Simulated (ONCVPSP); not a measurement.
# What one change does to a pseudopotential (phosphorus (P), ONCV)

phosphorus, optimised norm-conserving Vanderbilt (ONCV), made with ONCVPSP 4.0.1 (LDA (Perdew-Wang 92), non-relativistic). Core [Ne], reference 3s2 3p3. Waves: 3s: rc 1.35 bohr, ncon 4, nbas 7, qcut 4.6 1/bohr, 2 projectors, debl 1.1 Ha; 3p: rc 1.25 bohr, ncon 5, nbas 8, qcut 6.9 1/bohr, 2 projectors, debl 1.7 Ha. Local part: polynomial inside 1.10 bohr (lpopt 2, dvloc0 0 Ha). Core correction: none.

All-electron outer shells of the reference configuration (LDA (PZ), non-relativistic, ld1.x):

| shell | level (eV) | outermost node (bohr) | outermost maximum (bohr) |
| --- | --- | --- | --- |
| 2s | -172.22 | 0.14 | 0.42 |
| 2p | -124.53 | – | 0.36 |
| 3s | -13.95 | 0.66 | 1.58 |
| 3p | -5.61 | 0.64 | 1.83 |

Change: all radii scaled by about 1.20 (s 1.62, p 1.50 bohr); local potential polynomial inside 1.32 bohr (lpopt 2, dvloc0 0 Ha).

Cutoffs: the cutoffs (Ha) at which the residual kinetic energy of the hardest occupied pseudo-wave falls to 1 and 0.1 mHa per electron; they do not see the model core or the augmentation charge, which bear on the density cutoff. Errors are all-electron minus pseudo energies relative to the spin-unpolarised reference configuration.

Predict the effect on cutoff, ghosts and configuration errors.

The potential gets softer (105 Ha and 126 Ha → 13 Ha and 53 Ha); the bound ghost in p disappears; the errors of the 4 common tests hardly move. A larger radius leaves more room for a smooth pseudo-wave, so fewer plane waves are needed.

| quantity | base | changed |
| --- | --- | --- |
| cutoff, loose | 105 Ha | 13 Ha |
| cutoff, tight | 126 Ha | 53 Ha |
| loose cutoff by channel | s 10.0 Ha, p 105 Ha | s 10 Ha, p 13 Ha |
| bound ghosts | p | none |
| GHOST(+) flags under 300 eV | s at 115.6 eV | none |
| error for 3s2 3p2, meV [ΔE 9.83 eV] | +2.3 | +2.6 |
| error for 3s2 3p1, meV [ΔE 29.08 eV] | +23 | +26 |
| error for 3s2 3p0, meV [ΔE 58.98 eV] | +110 | +119 |
| error for 3s2 3p2.5, meV [ΔE 3.82 eV] | +0.3 | +0.4 |

Changed file: The cutoffs count occupied waves only; projector 2 of the p channel, the hardest unoccupied one, needs 98 Ha at the loose tolerance. A true bound ghost makes a file unfit for plane-wave use even where its test errors are small: the radial tests pick states by their node count and pass the ghost by.
